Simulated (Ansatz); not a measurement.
Al₉Sb₈Cl₃. Charge 0, multiplicity 1. Geometry PBE-D4/def2-SVP.

```xyz
20

Sb    3.2532    3.8538   -0.6894
Sb    3.1096    1.2550    1.0982
Sb   -4.2623   -1.1249   -0.7187
Sb   -0.8851   -1.2315    1.9611
Sb   -0.5945    1.6031   -1.8187
Sb    3.1470   -0.5882   -3.2861
Sb   -0.2745   -3.3463   -2.1617
Sb    3.1945   -2.5883    1.4318
Al    0.8963    2.9654    0.0308
Al   -2.2004    0.5736    0.0130
Al    0.7386    0.1719    0.3436
Al    2.9475    1.5532   -1.8203
Al    3.1365   -0.9969   -0.6158
Al   -3.6492   -0.7659    1.8384
Al   -1.9204   -2.2642   -0.4305
Al    0.9521   -2.6247    0.1234
Al    0.7051   -0.8327   -2.1290
Cl   -0.3769    3.9605    1.4341
Cl   -3.2884    1.6588    1.7364
Cl   -4.6288   -1.2318    3.6594
```

In the def2 sets Sb takes a core potential; there is no spin–orbit coupling. Single mean-field runs in def2-SVP, def2-TZVP are fitted with def2-universal-jkfit. The restricted singlet is unstable towards broken spin symmetry in Hartree–Fock (as tested in another run); at PBE-D4/def2-SVP, r2SCAN-D4/def2-SVP, PBE0-D4/def2-SVP, PBE0-D4/def2-TZVP and others this wasn't settled.

**Question.** Estimate the orbital energies around the gap (eV) in Ansatz with PBE-D4/def2-SVP, r2SCAN-D4/def2-SVP, PBE0-D4/def2-SVP, PBE0-D4/def2-TZVP, ωB97M-V/def2-SVP.

**Answer.** 
```
orbital  PBE-D4/def2-SVP  r2SCAN-D4/def2-SVP  PBE0-D4/def2-SVP  PBE0-D4/def2-TZVP  ωB97M-V/def2-SVP
 HOMO−5            -5.92               -6.23             -6.82              -6.73             -8.49
 HOMO−4            -5.86               -6.17             -6.72              -6.65             -8.38
 HOMO−3            -5.68               -5.98             -6.53              -6.46             -8.17
 HOMO−2            -5.61               -5.87             -6.40              -6.31             -7.93
 HOMO−1            -5.47               -5.73             -6.26              -6.18             -7.78
   HOMO            -4.59               -4.77             -5.20              -5.19             -6.61
   LUMO            -3.76               -3.80             -3.34              -3.31             -1.91
 LUMO+1            -3.39               -3.42             -2.94              -2.91             -1.48
 LUMO+2            -3.23               -3.27             -2.79              -2.76             -1.32
 LUMO+3            -3.13               -3.16             -2.67              -2.66             -1.18
 LUMO+4            -2.83               -2.77             -2.29              -2.31             -0.79
 LUMO+5            -2.68               -2.68             -2.17              -2.17             -0.65
```
